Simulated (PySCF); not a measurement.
## Vibration and rotation of SrPb⁻

ROHF constants of SrPb⁻, ⁴Σ⁻ (quartet), unpaired electrons σ ↑, π ↑↑ (PySCF, scalar-relativistic core potentials, basis sets Sr def2-SVPD with ECP28, Pb def2-SVPD with ECP60; masses 87.9056 and 207.9766 u):

- ωe: 70.6 cm⁻¹
- ωexe: 0.241 cm⁻¹
- Be: 0.020508 cm⁻¹
- αe: 9.37e-05 cm⁻¹
- D (centrifugal): 6.92e-09 cm⁻¹
- De to Sr + Pb⁻: 0.85 eV

**Question.** Give the vibrational terms G(v) and spacings up to v = 6.

**Answer.** G(v) = ωe(v+½) − ωexe(v+½)².

| v | G(v) (cm⁻¹) | G(v) − G(v−1) | Bv (cm⁻¹) |
| --- | --- | --- | --- |
| 0 | 35.2 |  | 0.02046 |
| 1 | 105.4 | 70.1 | 0.02037 |
| 2 | 175.0 | 69.6 | 0.02027 |
| 3 | 244.1 | 69.2 | 0.02018 |
| 4 | 312.8 | 68.7 | 0.02009 |
| 5 | 381.0 | 68.2 | 0.01999 |
| 6 | 448.7 | 67.7 | 0.01990 |

**Question.** How well does the Morse estimate ωe²/(4ωexe) reproduce De, and what is D0?

**Answer.** It gives 0.64 eV, 75 % of the computed De. D0 = De − G(0) = 0.85 − 0.00 = 0.85 eV.

These are scalar-relativistic numbers at best; spin–orbit coupling would shift them, the dissociation energy most. For an ion De counts to the pair picked by the measured ionisation energies or electron affinities, which need not be the lowest pair at this level. Hartree–Fock leaves out correlation, which carries a large part of most bond energies and some tenths to 1 eV of ionisation energies. The state was picked by a PBE0 search and need not be the measured ground state.
